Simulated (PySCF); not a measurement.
**Correlation energy of Al⁺ (aluminium, charge +1)**

[Ne] 3s2, closed-shell 1S. Computed with PySCF 2.14 in x2c-SVPall (4s3p1d, 18 functions), with scalar relativity by spin-free X2C-1e. Frozen: [Ne]; 2 electrons correlated.

Total MP2 correlation energy: -25.43 mhartree.

Same-spin part 0.00 and opposite-spin part -25.43 mhartree; SCS-MP2 scales them by 1/3 and 6/5 to -30.51 mhartree.

With two correlated electrons CCSD is exact within the correlated space (frozen core and kept virtual orbitals).

| level | correlation energy (mhartree) |
| --- | --- |
| CCSD | -38.08 |

Diagnostics: T1 = 0.0091, D1 = 0.0128, largest double amplitude 0.117.

Question: Is a single reference adequate?

Answer: Mostly. T1 lies below 0.03, but a double amplitude of this size points to a near-degeneracy that CCSD handles and MP2 describes poorly.
